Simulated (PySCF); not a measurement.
NMR data simulated for an unnamed compound:

1H NMR (500 MHz, computed): δ 6.30 (m, 1H).

13C{1H} NMR (computed): δ 127.4 (C), 117.1 (CH), 116.0 (C).

Theory: geometry: GFN2-xTB, σ from GIAO-PBE0/pcSseg-1, in PySCF (one averaged value for each set of equivalent atoms, no relativistic terms, no solvent model, one conformer).

Referencing at the same level of theory: 1H and 13C against TMS.

Q: Which of these does the molecule contain: a vinyl group CH=CH2, a CF3 group, a Si–H bond, an OH group?

A: 
- A vinyl group CH=CH2: no.
- A CF3 group: yes (δC 127.4).
- A Si–H bond: no.
- An OH group: no.

The data belong to 1,1,1,2,2,3,3-heptafluoropropane (FC(F)C(F)(F)C(F)(F)F, C$_{3}$HF$_{7}$); they needn't prove each group on their own.

Carbon signals by region: 3 in the sp2 and nitrile region (100–160 ppm).

Splittings by 19F in the carbon and heteronuclear signals aren't shown, as no couplings were computed. Shifts are as computed. Against solution values, carbons near 30 ppm lie about +3 ppm off and those near 130 ppm about +5 ppm. Of 1211 compounds with measured shifts, 218 miss one by over three times the rms of a fit or turn the order of signals round; such compounds aren't used in these exercises.
